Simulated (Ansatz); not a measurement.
Match the barriers

Saddle point of BH₃SeOF₂, singlet (BHOF₂ ([OH][B]([F])[F]) + H₂Se → BHSeF₂ ([F][B]([F])[SeH]) + H₂O (still joined by a long B–O bond); bonds formed: B1–Se6, O2–H5; bonds broken: H5–Se6; bonds weakened to dative contacts: B1–O2), PBE0-D4/def2-TZVP structure:

```
8
angstrom
B -0.5466 -0.4114 -0.3077
O 0.5923 0.2829 -0.9973
F -0.3929 -1.7326 -0.2228
F -1.7451 0.0701 -0.6771
H 0.7794 0.8056 0.1528
Se 0.0387 0.5680 1.6893
H 0.2767 0.9097 -1.6605
H 0.9972 -0.4924 2.0233
```

Ansatz 0.2.0; basis: def2-TZVPP, with def2-QZVPP for the basis limit; cores frozen in the correlated methods. Filled d shells of the heavier atoms are correlated. The def2 sets are not built for correlating such inner shells, so the correlated values are less sure here. B3LYP uses VWN-RPA correlation. Extrapolation: Hartree–Fock as exp(−7.88 √X), correlation as X^−2.97. Four methods, as single points on the PBE0-D4 structures, gave these electronic barriers from the start structure: 0.615, 1.347, 1.562, 2.150 eV.

(1) The methods were, in alphabetical order, B3LYP-D4, BHLYP-D4, HF, SPW92. Which gave which? (A judgement: the text doesn't fix the answer.)

T1 diagnostic: at most 0.012.

Results:

(1) Computed: SPW92 0.615; B3LYP-D4 1.347; BHLYP-D4 1.562; HF 2.150 eV. For comparison, CCSD(T) at an estimated basis limit (MP2 extrapolated from triple and quadruple zeta, plus CCSD(T) − MP2 in triple zeta) gives 1.349 eV.

Labels in which every atom is bracketed show which atoms are joined, not bond orders.

For scale, one of the runs: CCSD(T)/def2-TZVPP, 214 basis functions, launched by `ansatz run in.yaml --threads 8 --pin off --events-out ev --progress --plain --max-ram 19148MiB`. Time: 91 s of wall clock on 8 CPU threads of an Arm Neoverse V1; the host was shared. Peak host memory: 3.6 GiB.
